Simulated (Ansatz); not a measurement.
Start from `OC[SiH2][SbH2]` and change one element to get `N[SiH2]CO`.

Ansatz, PBE0-D4/def2-TZVP geometries, multiplicity 1. Each molecule was computed in one conformer, which needn't be the lowest.

Elements past krypton have def2 core potentials.

```
                                          property  `OC[SiH2][SbH2]`
                LUMO energy (PBE0/def2-TZVPP) / eV             -0.48
  size of the dipole moment (B3LYP/def2-TZVPP) / D              1.40
             LUMO energy (ωB97M-V/def2-TZVPP) / eV              1.20
             HOMO–LUMO gap (B3LYP/def2-TZVPP) / eV              6.33
size of the dipole moment (ωB97M-V/def2-TZVPP) / D              1.36
             HOMO energy (ωB97M-V/def2-TZVPP) / eV             -9.24
```

Task: Give the same properties after the change, and the shifts. (Best estimate.)

Result: Ansatz gave: 
| property | `N[SiH2]CO` | shift |
| --- | --- | --- |
| LUMO energy (PBE0/def2-TZVPP) / eV | 0.25 | 0.73 |
| size of the dipole moment (B3LYP/def2-TZVPP) / D | 2.61 | 1.21 |
| LUMO energy (ωB97M-V/def2-TZVPP) / eV | 1.75 | 0.55 |
| HOMO–LUMO gap (B3LYP/def2-TZVPP) / eV | 7.04 | 0.71 |
| size of the dipole moment (ωB97M-V/def2-TZVPP) / D | 2.63 | 1.27 |
| HOMO energy (ωB97M-V/def2-TZVPP) / eV | -9.66 | -0.42 |

With PBE0 the HOMO falls by 0.08 eV and the LUMO rises by 0.73 eV, so the gap widens by about 0.81 eV. PBE moves the HOMO by 0.22 eV and ωB97M-V by -0.42 eV. Dipoles are sizes alone; their direction can turn.

B3LYP here is the variant with VWN-RPA as its local correlation; programs differ in this.

Spin–orbit coupling is left out; it splits and shifts lone-pair levels of the heavy atoms by tenths of an eV.
